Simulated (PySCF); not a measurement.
## Krypton: a sound run and one with changed settings

Sound run: Kr [Kr], Kr⁺ [Ar] 3d10 4s2 4p5. All numbers are calculated (PySCF 2.14, scalar relativity by spin-free X2C-1e, in cc-pVDZ-DK (5s4p2d, 27 functions)). In the sound run the correlated levels freeze [Ar] 3d10. The sound run starts from symmetry-adapted Hartree-Fock orbitals and uses a fine grid where one is needed.

A second run was set up differently.

```
species   method  sound run (hartree)  changed run (hartree)  converged
     Kr      MP2          -2788.17040            -2788.14768        yes
     Kr  CCSD(T)          -2788.18102            -2788.15675        yes
    Kr⁺      MP2          -2787.66295            -2787.63310        yes
    Kr⁺  CCSD(T)          -2787.67757            -2787.64276        yes
```

Ionisation energy of Kr:

```tsv
method	sound run (eV)	changed run (eV)
UHF	13.157	13.157
MP2	13.808	14.003
SCS-MP2	13.731	13.962
CCSD	13.700	13.983
CCSD(T)	13.700	13.986
```

(1) What was changed?
A. too few SCF iterations
B. a valence shell is frozen
C. all electrons correlated in a valence basis
D. basis contracted for another Hamiltonian

Answers

(1) B. Freezing a valence shell removes pair correlation that changes on ionisation.
